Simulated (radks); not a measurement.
Question: All-electron atom: Cd30+ in [Ar]. All-electron calculation, scalar-relativistic Kohn-Sham, PBEsol, spin-polarised, spherical densities, finite nucleus; Fermi nuclear charge, rms radius 4.6087 fm. Program: a radial shooting solver on a logarithmic mesh with Libxc functionals. Some entries of the table are withheld. Estimate them.

orbital  occ.  eigenvalue (eV)  <r^2> (bohr^2)
1s          2              (1)        0.001251
2s          2        -5402.950         0.02003
2p          6        -5009.513         0.01573
3s          2        -1961.469             (2)
3p          6              (3)          0.1160

Answer: 
(1) 1s eigenvalue (eV): -28003.69
(2) 3s <r^2> (bohr^2): 0.1206
(3) 3p eigenvalue (eV): -1835.366
